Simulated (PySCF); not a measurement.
B3LYP has the VWN-RPA correlation part, as in Gaussian. Delta-SCF ions had no search for a lower state. 

Z-matrix (Å, degrees):
```
C
C 1 1.3384
H 2 1.0789 1 122.87
C 1 1.4832 2 118.61 3 -180.00
C 4 1.3405 1 115.71 2 0.00
H 5 1.0806 4 122.14 1 -180.00
H 4 1.0835 5 125.23 6 0.00
Cl 1 1.7439 2 124.41 3 0.00
Si 2 1.8665 3 131.33 1 -180.00
H 9 1.4819 2 113.71 3 -62.57
H 9 1.4819 10 108.70 2 -127.76
```
Charge 0, multiplicity 1.

Question: Predict the vertical ionisation energy (Delta-SCF), S1 oscillator strength and dipole moment from PySCF with B3LYP-D3(BJ)/def2-TZVP.

Answer: 
```
Quantity                                 Result
--------------------------------------  -------
vertical ionisation energy (Delta-SCF)  8.84 eV
S1 oscillator strength                    0.060
dipole moment                            1.22 D
```
